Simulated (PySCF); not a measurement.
Match the calculated data to a structure.

All candidates are C4H9FSSi.

- 13C NMR: chemical shifts (computed TMS as zero) by class: 90.4 (1 C), 26.2 (1 C), 9.9 (1 C), 7.7 (1 C) ppm [GIAO PBE0/pcSseg-1]
- Rotational structure: rotational constants A, B, C: 2.785, 1.056, 1.027 GHz [GFN2-xTB]
- UV, first state: lowest singlet excitation: 4.81 eV (258 nm, f = 0.004) [TDDFT PBE0/def2-SVPD]
- UV, strongest line: among the 8 lowest singlet transitions: S3 at 6.27 eV (198 nm, f = 0.043) [TDDFT PBE0/def2-SVPD]
- Polarisability: 93.2 au [PBE0/def2-SVPD]
- 1H NMR: chemical shifts (computed TMS as zero) by class: 6.30 (1 H), 4.37 (1 H), 4.33 (1 H), 1.96 (1 H), 1.16 (1 H), 1.08 (3 H), 0.80 (1 H) ppm [GIAO PBE0/pcSseg-1]
- Dipole: 1.15 D [PBE0/def2-SVPD]

Electronic properties: PySCF, gas phase, density fitting. Levels stand in brackets. Isolated species at its GFN2-xTB geometry (one conformer only). NMR classes are plain means over equivalent atoms (diastereotopic ones count apart unless rotation or inversion swaps them), as if these changed places fast.

Question: Which candidate is it?
A. `C[C@@H]1[SiH2]SC[C@H]1F`
B. `CS[Si@@H]1CC[C@H]1F`
C. `C[C@H]([SiH3])C(=S)CF`
D. `CC[SiH2][C@@H]1S[C@@H]1F`

Answer: D. It is `CC[SiH2][C@@H]1S[C@@H]1F`. Numbering: `[CH3:1][CH2:2][SiH2:3][C@@H:4]1[S:5][C@@H:6]1[F:7]`. Its formula, C4H9FSSi, gives 1 degree of unsaturation: 1 ring and 0 π bonds in the structure found. 4 carbons fall into 4 classes; from least to most shielded: sp3 C–F carbon [C6] (90.4 ppm), ring sp3 carbon bound to sulfur [C4] (26.2 ppm), methyl carbon [C1] (9.9 ppm), chain sp3 carbon bound to silicon [C2] (7.7 ppm). Hydrogen classes from least to most shielded: 1 H on an sp3 C–F carbon, C6 (6.30 ppm), 1 H on an SiH2 silicon, Si3 (4.37 ppm), 1 H on an SiH2 silicon, Si3 (4.33 ppm), 1 H on an sp3 carbon bound to sulfur, C4 (1.96 ppm), 1 H on an sp3 carbon bound to silicon, C2 (1.16 ppm), 3 H on a methyl carbon, C1 (1.08 ppm, a mean of values up to 0.6 ppm apart in this geometry), 1 H on an sp3 carbon bound to silicon, C2 (0.80 ppm). S1 is mainly HOMO→LUMO (weight 0.96); the largest Löwdin shares of the orbital it empties are 0.69 on the sulfide sulfur, 0.12 on the sp3 carbon bound to sulfur, 0.06 on the sp3 C–F carbon and 0.04 on the SiH2 silicon, of the orbital it fills 0.49 on the sulfide sulfur, 0.20 on the sp3 carbon bound to sulfur, 0.09 on the sp3 C–F carbon and 0.08 on the SiH2 silicon. The optimised geometry has point group C1 and is an asymmetric top.

The others, at the same levels:
- `C[C@@H]1[SiH2]SC[C@H]1F` fails: its computed 13C shifts are 101.6 (1 C), 39.9 (1 C), 30.1 (1 C), 14.9 (1 C) ppm, 1H shifts are 4.90 (1 H), 4.66 (1 H), 4.55 (1 H), 3.10 (1 H), 3.08 (1 H), 1.59 (1 H), 1.37 (3 H) ppm and rotational constant A is 2.404 GHz (against 2.785 GHz).
- `C[C@H]([SiH3])C(=S)CF` fails: its computed 13C shifts are 273.8 (1 C), 95.2 (1 C), 50.5 (1 C), 19.9 (1 C) ppm, 1H shifts are 5.83 (1 H), 5.80 (1 H), 4.06 (1 H), 3.97 (3 H), 1.67 (3 H) ppm and rotational constant A is 1.754 GHz (against 2.785 GHz).
- `CS[Si@@H]1CC[C@H]1F` fails: its computed 13C shifts are 95.3 (1 C), 31.2 (1 C), 13.1 (1 C), 12.9 (1 C) ppm, 1H shifts are 5.51 (1 H), 5.42 (1 H), 2.89 (1 H), 2.41 (1 H), 2.03 (3 H), 1.52 (1 H), 1.10 (1 H) ppm and rotational constant A is 3.475 GHz (against 2.785 GHz).

Each candidate is one conformer, not necessarily the lowest. The conformers computed, where there is a choice (atom-mapped SMILES and torsion angles):
- `[CH3:1][CH2:2][SiH2:3][C@@H:4]1[S:5][C@@H:6]1[F:7]`: C1–C2–Si3–C4 -177°, C2–Si3–C4–S5 21°
- `[CH3:1][C@H:2]([SiH3:3])[C:4](=[S:5])[CH2:6][F:7]`: C1–C2–C4–S5 23°, C2–C4–C6–F7 1°
- `[CH3:1][S:2][Si@@H:3]1[CH2:4][CH2:5][C@H:6]1[F:7]`: C1–S2–Si3–C4 -87°

The conformers of `C[C@@H]1[SiH2]SC[C@H]1F` aren't listed.
